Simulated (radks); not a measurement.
Initial-state core-level shifts of the zinc ion Zn+ when its valence configuration changes from [Ar] 3d10 4s1. Method: scalar-relativistic Kohn-Sham, PBE, spin-polarised, spherical densities, finite nucleus; open shells are filled with parallel spins first; Fermi nuclear charge, rms radius 3.9283 fm; computed with a radial shooting solver on a logarithmic mesh with Libxc functionals. Shifts are changes of the shell-averaged eigenvalues in eV (positive: less bound); the change of the density at the nucleus, which sets a Mossbauer isomer shift, is in e/bohr^3, on a base of 2.534e+04.

| valence | 2s | 2p | 3s | 3p | density at nucleus |
|---|---|---|---|---|---|
| 3d9.5 4s1 4p0.5 | -4.855 | -4.819 | -4.439 | -4.350 | +2.322 |
| 3d10 4s0.5 4p0.5 | -0.873 | -0.875 | -0.927 | -0.928 | -5.657 |
| 3d9 4s2 | -8.532 | -8.456 | -7.479 | -7.295 | +17.525 |
| 3d9.5 4p1.5 | -6.515 | -6.482 | -6.192 | -6.101 | -10.299 |
| 3d7 4s2 4p2 | -32.596 | -32.332 | -27.681 | -27.032 | +35.828 |
| 3d10 4p1 | -1.721 | -1.726 | -1.830 | -1.833 | -11.506 |
| 3d9 4s1 4p1 | -10.025 | -9.948 | -9.042 | -8.851 | +4.956 |
| 3d9 4s0.5 4p1.5 | -10.835 | -10.759 | -9.890 | -9.698 | -1.854 |
| 3d9 4p2 | -11.628 | -11.553 | -10.722 | -10.528 | -8.818 |
